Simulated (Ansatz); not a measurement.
`P[SiH2][AlH][Cl]` + `N[SiH3]` → `[SiH3][NH][AlH][Cl]` + `[SiH3]P` at 298.15 K and 1 bar (cleavage of the Al–Si bond).

Calculated with Ansatz (gas phase, PBE0-D4/def2-TZVP geometries, no zero-point term in ΔE). CCSD(T)/CBS adds triple-zeta CCSD(T) − MP2 to the extrapolated MP2 energy (def2 sets, frozen cores). This one scheme is used for every species. One conformer a species, not always the lowest.

```
              species  CCSD(T)/CBS energy (Eh)  H − E (kJ/mol)  S (J/(mol·K))
   `P[SiH2][AlH][Cl]`              -1334.87683           137.4          388.2
            `N[SiH3]`               -346.80422           145.7          264.3
`[SiH3][NH][AlH][Cl]`              -1048.70845           151.8          352.3
            `[SiH3]P`               -633.00997           124.8          279.8
```

H − E and S are ideal-gas, rigid-rotor, harmonic terms from PBE0-D4/def2-TZVP, for one conformer and one mirror image of each species. 1 Eh = 2625.50 kJ/mol, R = 8.31446 J/(mol·K).

Q: By hand: ΔE, ΔH, ΔS and ΔG.

A: ΔE = (-1048.70845) + (-633.00997) − (-1334.87683) − (-346.80422) = -0.03737 Eh = -98.1 kJ/mol. Δ(H − E) = 151.8 + 124.8 − 137.4 − 145.7 = -6.5, so ΔH = -104.6 kJ/mol. ΔS = 352.3 + 279.8 − 388.2 − 264.3 = -20.4 J/(mol·K). ΔG = -104.6 − 298.15 × (-20.4)/1000 = -98.5 kJ/mol.

Q: By hand: the equilibrium constant, and the temperature at which ΔG would vanish if ΔH and ΔS stayed fixed.

A: log₁₀ K = −ΔG/(RT ln 10) = 17.3. ΔG = 0 at ΔH/ΔS = 5127 K, far beyond where these terms or the molecules hold.

ΔH outweighs TΔS. A doubt of 5 kJ/mol in ΔE shifts log₁₀ K by 0.9 here. Other conformers and mirror images would add mixing entropy, several J/(mol·K) or more a flexible species. Modes under 60 cm⁻¹, often nearly free rotors, make the harmonic entropy too high. These are equilibria of isolated gas molecules and say nothing of rates. Largest T1 diagnostic: 0.013 (customary marks: 0.02 for closed shells, 0.045 for open ones).
